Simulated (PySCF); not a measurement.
Gas-phase reaction: HfCl2(OH)2 + 2 HCl ⇌ HfCl4.H2O + H2O

Method: PySCF energies plus ideal-gas RRHO corrections (1 bar). † marks an energy on the PBE0/def2-TZVP geometry and frequencies. MP2 and CCSD(T) freeze the core. All species are closed-shell singlets. Hf: scalar-relativistic def2 core potential, no spin-orbit coupling. Adducts (HfCl4.H2O) have no counterpoise correction, and HF, PBE, BLYP, B3LYP and PBE0 lack dispersion. HfCl2(OH)2, HfCl4.H2O: computed as isolated molecules; such fragments, hydroxides, amides, oligomers or adducts are transient or little studied in the gas. MP2 isn't extrapolated to the basis-set limit; its ΔH°(298 K) is -91.3 kJ in def2-SVP and -101.8 kJ in def2-TZVPP. CCSD(T) isn't extrapolated to the basis-set limit. The harmonic model lacks anharmonicity and excited electronic states, which grow with temperature; levels with a mode under 35 cm⁻¹ are left out. Soft modes under 120 cm⁻¹ make the harmonic entropy rough for HfCl2(OH)2, HfCl4.H2O.

ΔH° and ΔS° at 298 K: CCSD(T)/def2-SVP† -88 kJ, -136 J/K; M06-2X/def2-TZVP† -103 kJ, -136 J/K; MP2/def2-SVP† -91 kJ, -136 J/K; MP2/def2-TZVPP† -102 kJ, -136 J/K; PBE/def2-TZVP† -78 kJ, -136 J/K.

Q: With the heat capacities included, give log10 K (1 bar) at 600, 1400, 1800, 2000, 2500 K from CCSD(T)/def2-SVP†, M06-2X/def2-TZVP†, MP2/def2-SVP†, MP2/def2-TZVPP†, PBE/def2-TZVP†.

A: 
```tsv
T (K)	CCSD(T)/def2-SVP†	M06-2X/def2-TZVP†	MP2/def2-SVP†	MP2/def2-TZVPP†	PBE/def2-TZVP†
600	0.5	1.8	0.8	1.7	-0.4
1400	-4.0	-3.4	-3.8	-3.4	-4.3
1800	-4.7	-4.2	-4.6	-4.3	-5.0
2000	-4.9	-4.5	-4.8	-4.6	-5.2
2500	-5.4	-5.0	-5.3	-5.1	-5.6
```
